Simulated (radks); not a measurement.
Tm32+, 37 electrons, occupied as [Kr] 4d1. Calculated with a radial shooting solver on a logarithmic mesh with Libxc functionals: scalar-relativistic Kohn-Sham, LB94 model potential, spin-polarised, spherical densities, finite nucleus; open shells are filled with parallel spins first (spin-orbit coupling, left out, can overturn this in heavy ions); Fermi nuclear charge, rms radius 5.2256 fm. Some entries of the table are withheld. Estimate them.

orbital  occ.  eigenvalue (eV)  <r> (bohr)
1s down     1        -60755.93     0.01999
1s up       1        -60755.88     0.01999
2s up       1        -11323.49     0.08469
2s down     1        -11323.19     0.08468
2p up       3        -10154.35     0.07521
2p down     3        -10154.18     0.07520
3s up       1        -3499.641      0.2188
3s down     1        -3499.556      0.2188
3p up       3        -3144.542      0.2175
3p down     3        -3144.406      0.2175
3d up       5        -2712.502      0.1965
3d down     5        -2712.006      0.1965
4s up       1        -1544.011      0.4523
4s down     1        -1542.623      0.4520
4p up       3              (1)      0.4656
4p down     3              (2)      0.4654
4d up       1        -1249.826         (3)
4d down     0        -1248.479         (4)
5s up       0        -876.0370         (5)
5s down     0        -875.1878         (6)
5p up       0        -817.2522      0.8089
5p down     0        -816.4743      0.8095

Answer. 
(1) 4p up eigenvalue (eV): -1414.294
(2) 4p down eigenvalue (eV): -1412.828
(3) 4d up <r> (bohr): 0.4670
(4) 4d down <r> (bohr): 0.4667
(5) 5s up <r> (bohr): 0.7816
(6) 5s down <r> (bohr): 0.7820
